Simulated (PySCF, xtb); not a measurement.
C₄H₁₀BN, SMILES C1(CB(C1)N)C. Other conformers were not sampled.

Harmonic wavenumbers (cm⁻¹) from GFN2-xTB in xtb at its own minimum, in rising order: 51, 214, 252, 266, 362, 408, 492, 558, 596, 689, 780, 812, 875, 908, 953, 979, 994, 1100, 1106, 1144, 1197, 1202, 1210, 1264, 1331, 1409, 1453, 1461, 1470, 1504, 1508, 1548, 2943, 2978, 2985, 2997, 2998, 3011, 3014, 3021, 3472, 3506.

### Question
What does B3LYP-D3(BJ)/def2-SVP run with PySCF give at its own minimum? (Estimate from the structure and the level; the computed values follow.)

### Answer
74, 240, 263, 296, 375, 415, 517, 525, 563, 710, 717, 808, 860, 882, 908, 954, 980, 1072, 1092, 1107, 1170, 1191, 1213, 1274, 1348, 1391, 1399, 1406, 1464, 1465, 1466, 1607, 3009, 3025, 3027, 3034, 3087, 3091, 3092, 3094, 3581, 3678. Paired by order, the mean absolute difference is 39 cm⁻¹ and the zero-point energies are 87.2 and 87.9 kcal/mol.
